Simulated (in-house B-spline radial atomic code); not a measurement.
Inner levels of europium as electrons are removed. A shift is the extra binding of the orbital against the neutral atom ([Xe] 4f7 6s2). Computed with a B-spline radial code for spherical atoms: non-relativistic Hartree-Fock, average of the configuration, point nuclei.

This level leaves out relativity, spin-orbit splitting included, which matters for heavy ions.

| ion | configuration | shift of 1s (eV) | radius of 1s (bohr) | Σ<r²> (bohr²) | change of density at nucleus (bohr⁻³) |
| --- | --- | --- | --- | --- | --- |
| Eu46+ | [Ne] 3s2 3p5 | 2946.01 | 0.024077 | 0.51983 | 302.57 |
| Eu47+ | [Ne] 3s2 3p4 | 3095.95 | 0.024074 | 0.45429 | 409.13 |
| Eu48+ | [Ne] 3s2 3p3 | ? | ? | ? | ? |
| Eu49+ | [Ne] 3s2 3p2 | 3401.11 | 0.024068 | 0.32751 | 627.39 |
| Eu50+ | [Ne] 3s2 3p1 | ? | ? | ? | ? |
| Eu51+ | [Ne] 3s2 | 3713.28 | 0.024062 | 0.20621 | 852.52 |
| Eu52+ | [Ne] 3s1 | ? | ? | ? | ? |
| Eu53+ | [He] 2s2 2p6 | 4006.97 | 0.024059 | 0.077756 | -3658.52 |
| Eu54+ | [He] 2s2 2p5 | 4372.25 | 0.024044 | 0.068115 | -3356.06 |
| Eu55+ | [He] 2s2 2p4 | 4741.66 | 0.024028 | 0.058741 | -3049.1 |
| Eu56+ | [He] 2s2 2p3 | 5115.19 | 0.024012 | 0.049628 | -2737.63 |
| Eu57+ | [He] 2s2 2p2 | 5492.82 | 0.023996 | 0.040765 | -2421.64 |
| Eu58+ | [He] 2s2 2p1 | 5874.54 | 0.023979 | 0.032144 | -2101.11 |
| Eu59+ | [He] 2s2 | 6260.36 | 0.023962 | 0.023758 | -1776.04 |
| Eu60+ | [He] 2s1 | 6592.11 | 0.02396 | 0.012543 | -10967.4 |
| Eu61+ | 1s2 | 6926.45 | 0.023952 | 0.001531 | -20345.9 |
| Eu62+ | 1s1 | 7993.36 | 0.02381 | 0.00075586 | -98258 |

(1) Fill in the row of Eu48+.

(2) Fill in the row of Eu50+.

(3) Fill in the row of Eu52+.

Results:

(1) shift of 1s (eV): 3247.65; radius of 1s (bohr): 0.024071; Σ<r²> (bohr²): 0.3902; change of density at nucleus (bohr⁻³): 517.4.

(2) shift of 1s (eV): 3556.32; radius of 1s (bohr): 0.024065; Σ<r²> (bohr²): 0.2662; change of density at nucleus (bohr⁻³): 739.1.

(3) shift of 1s (eV): 3859.43; radius of 1s (bohr): 0.02406; Σ<r²> (bohr²): 0.1414; change of density at nucleus (bohr⁻³): -1377.43.
